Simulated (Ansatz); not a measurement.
`OCC(F)[SiH3]`, relaxed with RKS PBE0-D4/def2-TZVP in Ansatz 0.2.0 from a PBE-D4/def2-SVP geometry. The force threshold is 0.005 eV/Å; the program also tests the step.

Total charge 0; spin multiplicity 1.

Start:

```xyz
12

O    -1.088   -0.996    1.150
C     0.306   -0.928    0.917
C     0.696    0.320    0.145
F     0.501    1.438    0.996
Si   -0.390    0.637   -1.415
H    -1.321   -0.169    1.617
H     0.586   -1.825    0.325
H     0.895   -0.959    1.868
H     1.778    0.281   -0.123
H    -1.769    1.067   -1.017
H     0.248    1.745   -2.208
H    -0.442   -0.611   -2.253
```

```json
{"step": "1", "energy (eV)": "-14821.6177", "largest force (eV/Å)": "0.735", "largest move (Å)": "0.000"}
{"step": "2", "energy (eV)": "-14821.6588", "largest force (eV/Å)": "0.265", "largest move (Å)": "0.035"}
{"step": "3", "energy (eV)": "-14821.6640", "largest force (eV/Å)": "0.054", "largest move (Å)": "0.027"}
{"step": "4", "energy (eV)": "-14821.6645", "largest force (eV/Å)": "0.028", "largest move (Å)": "0.014"}
{"step": "5", "energy (eV)": "-14821.6647", "largest force (eV/Å)": "0.012", "largest move (Å)": "0.016"}
{"step": "6", "energy (eV)": "-14821.6647", "largest force (eV/Å)": "0.004", "largest move (Å)": "0.005"}
```

End:

```xyz
12

O    -1.083   -0.991    1.156
C     0.300   -0.909    0.903
C     0.682    0.330    0.137
F     0.532    1.439    0.989
Si   -0.380    0.643   -1.417
H    -1.331   -0.230    1.690
H     0.563   -1.788    0.309
H     0.879   -0.949    1.837
H     1.745    0.276   -0.129
H    -1.751    1.058   -1.038
H     0.258    1.724   -2.212
H    -0.414   -0.604   -2.225
```

Run time 37 s (4 threads of an Arm Neoverse N1 on a shared host); peak host memory 0.5 GiB.
